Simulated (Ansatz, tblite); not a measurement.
Cost and result up the ladder for TiF4 (5 atoms). Charge 0, multiplicity 1. Geometry: PBE-D4/def2-SVP.

Cartesian coordinates in Å:
```
Ti 0.000 0.000 0.000
F -1.342 0.803 0.772
F 1.113 1.192 -0.618
F -0.588 -0.983 -1.315
F 0.818 -1.012 1.161
```

Ansatz on 4 threads of Arm Neoverse V1 on a shared host; xTB runs through tblite on one thread. Times are rough, summed over both states, and most runs start from the orbitals of an earlier one. No level here is sound enough to serve as a yardstick. The other state is a doublet.

The xTB rows come from tblite. HOMO above LUMO, or a gap near zero within one spin, warns that the state may not be the lowest or that an electron is smeared out.

Raw xTB energies of ions are shifted by several eV.

```json
{"level": "GFN2-xTB", "functions": "25", "wall time": "0.005 s"}
{"level": "GFN1-xTB", "functions": "25", "wall time": "0.006 s"}
{"level": "PBE-D4/def2-TZVP (with forces)", "functions": "169", "wall time": "8 s"}
{"level": "r2SCAN-D4/def2-TZVP", "functions": "169", "wall time": "18 s"}
```

(1) Estimate what each level gives for the vertical IE (eV).

## Answers

(1) 
```tsv
level	vertical IE (eV)	remarks
GFN2-xTB	18.31	–
GFN1-xTB	19.45	–
PBE-D4/def2-TZVP (with forces)	14.00	gap within one spin near zero (+1 doublet)
r2SCAN-D4/def2-TZVP	14.39	–
```
